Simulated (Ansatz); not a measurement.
`[OH][GeH]([SiH3])[SiH3]` → `[OH][GeH]` + `[SiH3][SiH3]`  (germylene formation by 1,1-elimination)

Calculated with Ansatz (gas phase, PBE0-D4/def2-TZVP geometries, no zero-point term in ΔE). CCSD(T)/CBS adds triple-zeta CCSD(T) − MP2 to the extrapolated MP2 energy (def2 sets, frozen cores). DFT in def2-TZVPP. HSE06 is defined as in plane-wave codes. For Ge outer-core shells are correlated without core-valence functions, which leaves a few kJ/mol of doubt a bond. Scalar relativity is left out up to krypton. Each species was taken in one conformer, which may not be the lowest.

```csv
level,ΔE (kJ/mol),difference from CCSD(T)/CBS
BLYP-D4,97.0,-29.8
B97M-V,124.1,-2.7
r2SCAN0-D4,142.4,15.6
HSE06-D4,136.5,9.7
B2PLYP,113.5,-13.3
PBE-QIDH,144.7,17.9
PBE,113.0,-13.8
revPBE,97.6,-29.2
r2SCAN,132.3,5.5
LC-ωPBE,136.9,10.1
CCSD/def2-TZVPP,128.8,2.0
HF/def2-QZVPP,104.0,-22.8
MP2/def2-QZVPP,139.5,12.7
HF/CBS(def2),103.7,-23.1
MP2/CBS(def2),138.4,11.6
CCSD/CBS(def2),124.4,-2.4
CCSD(T)/CBS,126.8,0
```

Largest T1 diagnostic among the species: 0.016.

In def2-TZVPP, CCSD(T) changes the Hartree–Fock value by +25.1 kJ/mol (the triples alone add +2.5 kJ/mol) and MP2 by +36.7 kJ/mol. Leaving LDA and LC-ωPBE aside and taking each functional with its dispersion term where it has one, the values spread over 47.7 kJ/mol, from BLYP-D4 to PBE-QIDH. LDA lies +36.0 kJ/mol from PBE without D4. At CCSD(T), def2-SVP lies −13.2 kJ/mol from the extrapolated value and def2-TZVPP +4.4 kJ/mol.
